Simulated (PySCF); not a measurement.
C5H8NO, multiplicity 2. Atoms are numbered in the order given.

```xyz
15

C      2.0980    -0.2319    -0.1376
N      0.6628    -0.2785    -0.1185
C     -0.0963    -1.3859    -0.4557
C     -1.5383    -0.9866    -0.4802
C     -1.5450     0.3398     0.2872
C     -0.0952     0.7910     0.3186
O      0.3485     1.8561     0.6836
H      2.4856    -0.4117    -1.1532
H      2.3995     0.7703     0.1949
H      2.5259    -0.9863     0.5419
H      0.3590    -2.1834    -1.0439
H     -2.1998    -1.7474    -0.0368
H     -1.8913    -0.8384    -1.5198
H     -2.1770     1.1242    -0.1504
H     -1.8681     0.2152     1.3340
```
Charge 0, spin multiplicity 2.

Geometry optimised at PBE0-D3(BJ)/def2-SVP. The isomer is the one that the SMILES or the coordinates give; other isomers of the formula were not compared. One conformer was computed; it need not be the lowest.

The numbers are results of PySCF with PBE0-D3(BJ)/def2-SVP, not measurements.

Harmonic, unscaled wavenumbers; measured fundamentals usually lie a few per cent lower.

```json
[
 {"mode": "1", "ν (cm⁻¹)": "122", "IR (km/mol)": "2.2", "moving atoms (share of kinetic energy)": "H 50 %, C 36 %, O 13 %"},
 {"mode": "2", "ν (cm⁻¹)": "151", "IR (km/mol)": "0.2", "moving atoms (share of kinetic energy)": "H 95 %"},
 {"mode": "3", "ν (cm⁻¹)": "180", "IR (km/mol)": "5.3", "moving atoms (share of kinetic energy)": "C 53 %, H 34 %, N 9 %"},
 {"mode": "4", "ν (cm⁻¹)": "279", "IR (km/mol)": "0.9", "moving atoms (share of kinetic energy)": "N 46 %, H 25 %, C 20 %, O 9 %"},
 {"mode": "5", "ν (cm⁻¹)": "317", "IR (km/mol)": "7.3", "moving atoms (share of kinetic energy)": "C 42 %, O 27 %, H 26 %"},
 {"mode": "6", "ν (cm⁻¹)": "457", "IR (km/mol)": "41.4", "moving atoms (share of kinetic energy)": "H 74 %, C 24 %"},
 {"mode": "7", "ν (cm⁻¹)": "489", "IR (km/mol)": "8.1", "moving atoms (share of kinetic energy)": "C 36 %, O 34 %, H 17 %, N 13 %"},
 {"mode": "8", "ν (cm⁻¹)": "565", "IR (km/mol)": "3.8", "moving atoms (share of kinetic energy)": "C 43 %, H 38 %, N 10 %, O 9 %"},
 {"mode": "9", "ν (cm⁻¹)": "663", "IR (km/mol)": "5.7", "moving atoms (share of kinetic energy)": "C 68 %, H 16 %, O 8 %"},
 {"mode": "10", "ν (cm⁻¹)": "693", "IR (km/mol)": "0.7", "moving atoms (share of kinetic energy)": "C 67 %, O 16 %, H 15 %"},
 {"mode": "11", "ν (cm⁻¹)": "796", "IR (km/mol)": "3.0", "moving atoms (share of kinetic energy)": "H 48 %, C 36 %, O 13 %"},
 {"mode": "12", "ν (cm⁻¹)": "854", "IR (km/mol)": "6.2", "moving atoms (share of kinetic energy)": "C 54 %, H 33 %"},
 {"mode": "13", "ν (cm⁻¹)": "965", "IR (km/mol)": "1.7", "moving atoms (share of kinetic energy)": "C 56 %, H 42 %"},
 {"mode": "14", "ν (cm⁻¹)": "1002", "IR (km/mol)": "4.2", "moving atoms (share of kinetic energy)": "H 49 %, C 48 %"},
 {"mode": "15", "ν (cm⁻¹)": "1025", "IR (km/mol)": "1.8", "moving atoms (share of kinetic energy)": "H 55 %, C 42 %"},
 {"mode": "16", "ν (cm⁻¹)": "1078", "IR (km/mol)": "9.3", "moving atoms (share of kinetic energy)": "H 60 %, C 36 %"},
 {"mode": "17", "ν (cm⁻¹)": "1127", "IR (km/mol)": "7.2", "moving atoms (share of kinetic energy)": "H 79 %, C 18 %"},
 {"mode": "18", "ν (cm⁻¹)": "1142", "IR (km/mol)": "2.0", "moving atoms (share of kinetic energy)": "H 74 %, C 21 %"},
 {"mode": "19", "ν (cm⁻¹)": "1143", "IR (km/mol)": "27.7", "moving atoms (share of kinetic energy)": "C 58 %, H 34 %"},
 {"mode": "20", "ν (cm⁻¹)": "1217", "IR (km/mol)": "3.4", "moving atoms (share of kinetic energy)": "H 73 %, C 26 %"},
 {"mode": "21", "ν (cm⁻¹)": "1251", "IR (km/mol)": "17.7", "moving atoms (share of kinetic energy)": "H 64 %, C 26 %, N 10 %"},
 {"mode": "22", "ν (cm⁻¹)": "1298", "IR (km/mol)": "24.5", "moving atoms (share of kinetic energy)": "H 53 %, C 37 %, N 9 %"},
 {"mode": "23", "ν (cm⁻¹)": "1330", "IR (km/mol)": "14.8", "moving atoms (share of kinetic energy)": "C 55 %, H 43 %"},
 {"mode": "24", "ν (cm⁻¹)": "1391", "IR (km/mol)": "29.5", "moving atoms (share of kinetic energy)": "H 37 %, N 32 %, C 30 %"},
 {"mode": "25", "ν (cm⁻¹)": "1418", "IR (km/mol)": "44.7", "moving atoms (share of kinetic energy)": "H 69 %, C 23 %"},
 {"mode": "26", "ν (cm⁻¹)": "1430", "IR (km/mol)": "2.6", "moving atoms (share of kinetic energy)": "H 88 %, C 9 %"},
 {"mode": "27", "ν (cm⁻¹)": "1460", "IR (km/mol)": "14.5", "moving atoms (share of kinetic energy)": "H 89 %, C 11 %"},
 {"mode": "28", "ν (cm⁻¹)": "1468", "IR (km/mol)": "11.9", "moving atoms (share of kinetic energy)": "H 97 %"},
 {"mode": "29", "ν (cm⁻¹)": "1488", "IR (km/mol)": "49.5", "moving atoms (share of kinetic energy)": "H 63 %, N 21 %, C 15 %"},
 {"mode": "30", "ν (cm⁻¹)": "1498", "IR (km/mol)": "107.8", "moving atoms (share of kinetic energy)": "H 38 %, N 34 %, C 27 %"},
 {"mode": "31", "ν (cm⁻¹)": "1866", "IR (km/mol)": "407.3", "moving atoms (share of kinetic energy)": "C 66 %, O 32 %"},
 {"mode": "32", "ν (cm⁻¹)": "3011", "IR (km/mol)": "31.8", "moving atoms (share of kinetic energy)": "H 93 %"},
 {"mode": "33", "ν (cm⁻¹)": "3048", "IR (km/mol)": "49.4", "moving atoms (share of kinetic energy)": "H 97 %"},
 {"mode": "34", "ν (cm⁻¹)": "3086", "IR (km/mol)": "9.2", "moving atoms (share of kinetic energy)": "H 94 %"},
 {"mode": "35", "ν (cm⁻¹)": "3104", "IR (km/mol)": "11.6", "moving atoms (share of kinetic energy)": "H 92 %, C 8 %"},
 {"mode": "36", "ν (cm⁻¹)": "3131", "IR (km/mol)": "18.7", "moving atoms (share of kinetic energy)": "H 90 %, C 10 %"},
 {"mode": "37", "ν (cm⁻¹)": "3161", "IR (km/mol)": "2.4", "moving atoms (share of kinetic energy)": "H 91 %, C 9 %"},
 {"mode": "38", "ν (cm⁻¹)": "3186", "IR (km/mol)": "0.0", "moving atoms (share of kinetic energy)": "H 91 %, C 9 %"},
 {"mode": "39", "ν (cm⁻¹)": "3244", "IR (km/mol)": "6.5", "moving atoms (share of kinetic energy)": "H 92 %, C 8 %"}
]
```
